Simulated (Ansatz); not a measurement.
Two isomers of CH7BFGeN: A = `B[N]([GeH3])CF`, B = `B[NH][GeH]([CH3])[F]`.

Program: Ansatz. Geometries: PBE0-D4/def2-TZVP. ΔE: electronic, gas phase. CCSD(T)/CBS adds triple-zeta CCSD(T) − MP2 to the extrapolated MP2 energy (def2 sets, frozen cores). DFT in def2-TZVPP. For Ge outer-core shells are correlated without core-valence functions, which leaves a few kJ/mol of doubt a bond. Scalar relativity is left out up to krypton. One conformer a species, not always the lowest.

A:

```xyz
12

B    -1.314   -0.431    0.924
N    -0.264   -0.133    0.053
Ge    0.919    1.285    0.377
C     0.006   -0.935   -1.093
F     1.229   -1.572   -0.956
H    -1.504    0.271    1.875
H    -2.012   -1.378    0.694
H     2.161    0.770    1.112
H     0.160    2.311    1.221
H     1.304    1.845   -1.002
H    -0.764   -1.702   -1.200
H     0.079   -0.331   -2.004
```

B:

Z-matrix (Å, degrees):
```
Ge
N 1 1.838
F 1 1.746 2 106.5
C 1 1.932 2 111.7 3 -114.5
H 1 1.530 2 107.9 3 114.4
B 2 1.396 1 125.5 3 -106.9
H 2 1.010 1 116.4 3 71.9
H 4 1.090 1 109.9 2 175.0
H 4 1.091 1 109.7 2 55.6
H 4 1.091 1 110.4 2 -64.6
H 6 1.198 2 119.8 1 179.6
H 6 1.199 2 118.9 1 -0.9
```

Question: Which isomer does CCSD(T)/CBS put lower? Give the gap. (Best estimate.)

Answer: Ansatz gave: B, by 209.0 kJ/mol.

Question: Give E(B) − E(A) in kJ/mol with B2PLYP, HF/def2-TZVPP, r2SCAN-D4, ωB97M-V, MP2/def2-TZVPP, CCSD/def2-TZVPP, PBE0-D4. (Estimate.)

Answer: The calculation gave: B2PLYP -207.6, HF/def2-TZVPP -207.0, r2SCAN-D4 -204.6, ωB97M-V -202.7, MP2/def2-TZVPP -216.4, CCSD/def2-TZVPP -206.3, PBE0-D4 -198.0. None reverses the order clearly.

Largest T1 diagnostic: 0.013.

From PBE to PBE0 (25 % exact exchange), in def2-TZVPP and without D4, E(B) − E(A) moves by −4.0 kJ/mol.
